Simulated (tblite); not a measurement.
Record of a relaxation.

Compound: CH5O2Si2 (doublet state).
Bonds: O1–C2 (double), C2–Si3, Si3–O4, O4–Si5. Hydrogens: H6 on C2; H7 on Si3; H8, H9, H10 on Si5.
Bond orders are those of one Lewis drawing.

Computed with GFN2-xTB (tblite), gas phase: L-BFGS steps from a force-field or distance-geometry start until the largest atomic force falls under 0.01 eV/Å. 8 of its 74 geometries are shown.

Step 0: E = -442.1368 eV, largest atomic force 3.007 eV/Å
```
atom  x, y, z in Å  |  force x, y, z in eV/Å
O1     -2.208   -1.363   -1.095    0.594  -0.120   0.769
C2     -1.394   -0.814   -0.357   -1.674  -0.621  -0.839
Si3    -1.014    0.993   -0.520    1.356   1.903  -0.817
O4      0.660    1.264   -0.801   -0.932  -1.875   2.158
Si5     1.456    0.119    0.234    0.381   0.650  -1.094
H6     -0.866   -1.380    0.418    0.111  -0.392   0.036
H7     -1.513    1.782    0.615    0.115  -0.093  -0.228
H8      1.185   -1.212   -0.360    0.322   0.378   0.137
H9      0.812    0.204    1.544    0.135   0.021   0.043
H10     2.891    0.412    0.298   -0.408   0.150  -0.165
```

Step 10: E = -442.9144 eV, largest atomic force 0.597 eV/Å
```
atom  x, y, z in Å  |  force x, y, z in eV/Å
O1     -2.344   -1.490   -1.075   -0.105   0.092  -0.016
C2     -1.600   -0.764   -0.470    0.055   0.128   0.171
Si3    -1.077    1.066   -0.658   -0.124   0.057  -0.046
O4      0.530    1.034   -0.456    0.194   0.057  -0.234
Si5     1.578    0.050    0.312    0.062  -0.245   0.271
H6     -0.928   -1.181    0.324   -0.062  -0.215  -0.114
H7     -1.489    1.828    0.514   -0.287   0.129  -0.096
H8      1.408   -1.260   -0.369    0.246   0.302   0.321
H9      0.994    0.117    1.681    0.472  -0.261  -0.257
H10     2.938    0.606    0.175   -0.451  -0.044  -0.002
```

Step 21: E = -443.1855 eV, largest atomic force 0.435 eV/Å
```
atom  x, y, z in Å  |  force x, y, z in eV/Å
O1     -2.595   -1.299   -1.055   -0.010  -0.197   0.176
C2     -1.685   -0.741   -0.485   -0.231   0.028   0.050
Si3    -1.109    1.042   -0.666    0.372  -0.084   0.210
O4      0.471    0.897   -0.304    0.032   0.028   0.161
Si5     1.675    0.014    0.372    0.098   0.143   0.102
H6     -0.988   -1.306    0.196   -0.175  -0.056  -0.366
H7     -1.714    2.011    0.239    0.043   0.030  -0.149
H8      1.726   -1.329   -0.215    0.004   0.150  -0.086
H9      1.387   -0.141    1.807   -0.003   0.109  -0.137
H10     2.841    0.857    0.090   -0.131  -0.151   0.039
```

Step 31: E = -443.4933 eV, largest atomic force 0.646 eV/Å
```
atom  x, y, z in Å  |  force x, y, z in eV/Å
O1     -3.011   -1.069   -0.878    0.349  -0.008   0.246
C2     -1.858   -0.843   -0.477   -0.307  -0.206  -0.344
Si3    -1.094    0.814   -0.334   -0.252   0.591   0.066
O4      0.450    0.882    0.133   -0.100  -0.119  -0.208
Si5     1.830    0.065    0.467    0.197   0.165   0.160
H6     -1.162   -1.695   -0.279   -0.141   0.080   0.005
H7     -1.664    2.172   -0.357    0.341  -0.478   0.011
H8      1.952   -1.191   -0.280   -0.107   0.134   0.024
H9      1.699   -0.158    1.905    0.128  -0.058  -0.021
H10     2.867    1.027    0.078   -0.109  -0.101   0.061
```

Step 42: E = -443.5476 eV, largest atomic force 0.121 eV/Å
```
atom  x, y, z in Å  |  force x, y, z in eV/Å
O1     -3.074   -1.082   -0.840   -0.091  -0.041  -0.016
C2     -1.904   -0.855   -0.519    0.030   0.115  -0.022
Si3    -1.136    0.799   -0.287   -0.019  -0.011  -0.013
O4      0.425    0.797    0.126    0.026   0.031  -0.015
Si5     1.855    0.098    0.499   -0.019  -0.085   0.025
H6     -1.204   -1.703   -0.353   -0.001  -0.019   0.027
H7     -1.557    2.177   -0.419    0.056  -0.076   0.028
H8      1.943   -1.140   -0.274    0.041   0.024   0.005
H9      1.805   -0.171    1.935    0.021   0.037  -0.032
H10     2.857    1.083    0.109   -0.044   0.025   0.013
```

Step 52: E = -443.5539 eV, largest atomic force 0.068 eV/Å
```
atom  x, y, z in Å  |  force x, y, z in eV/Å
O1     -3.115   -1.068   -0.840   -0.046   0.022  -0.038
C2     -1.938   -0.853   -0.535   -0.027   0.053   0.032
Si3    -1.138    0.785   -0.295    0.021  -0.031   0.000
O4      0.417    0.747    0.136   -0.002  -0.034  -0.020
Si5     1.868    0.091    0.502   -0.031  -0.017   0.021
H6     -1.254   -1.712   -0.367    0.033  -0.012   0.014
H7     -1.505    2.178   -0.422    0.008  -0.057   0.015
H8      2.011   -1.143   -0.268    0.015   0.059   0.013
H9      1.858   -0.162    1.941   -0.023  -0.005  -0.001
H10     2.803    1.141    0.124    0.053   0.023  -0.035
```

Step 63: E = -443.5671 eV, largest atomic force 0.200 eV/Å
```
atom  x, y, z in Å  |  force x, y, z in eV/Å
O1     -3.278   -0.909   -0.904    0.027   0.024   0.018
C2     -2.094   -0.856   -0.557    0.004   0.034  -0.011
Si3    -1.115    0.680   -0.299   -0.012  -0.038   0.001
O4      0.427    0.490    0.125   -0.048   0.025  -0.017
Si5     1.968    0.140    0.520   -0.032  -0.189   0.057
H6     -1.534   -1.798   -0.374    0.001   0.010   0.000
H7     -1.385    2.096   -0.405   -0.010  -0.037  -0.003
H8      2.324   -1.052   -0.248    0.007   0.060   0.016
H9      1.968   -0.108    1.960   -0.010   0.005  -0.006
H10     2.728    1.323    0.159    0.072   0.105  -0.055
```

Step 73: E = -443.5691 eV, largest atomic force 0.009 eV/Å
```
atom  x, y, z in Å  |  force x, y, z in eV/Å
O1     -3.301   -0.866   -0.906    0.000   0.001   0.005
C2     -2.114   -0.857   -0.561   -0.001   0.002   0.001
Si3    -1.106    0.654   -0.290    0.001  -0.006  -0.006
O4      0.436    0.459    0.123    0.001  -0.005   0.000
Si5     1.985    0.144    0.528   -0.007  -0.002  -0.004
H6     -1.588   -1.818   -0.383    0.004   0.002  -0.002
H7     -1.381    2.067   -0.412   -0.002   0.003   0.001
H8      2.381   -1.028   -0.245    0.001   0.006   0.003
H9      1.977   -0.100    1.967    0.001   0.003  -0.001
H10     2.720    1.350    0.158    0.001  -0.005   0.004
```

Problem. Summarise the path.

Solution. The energy falls by 33.03 kcal/mol from step 0 to step 73; nine tenths of that is first reached at step 30. It rises by more than 0.2 meV at step 27. The largest force goes from 3.007 to 0.009 eV/Å. Among the bonds Si3–O4 changes most, from 1.719 to 1.609 Å; the atoms move by 1.033 Å rms after alignment.

The cost below is that of the whole relaxation. Time: 0.6 s wall. Hardware: one thread of an Intel Xeon Platinum 8259CL at 2.50 GHz, no GPU, shared host.
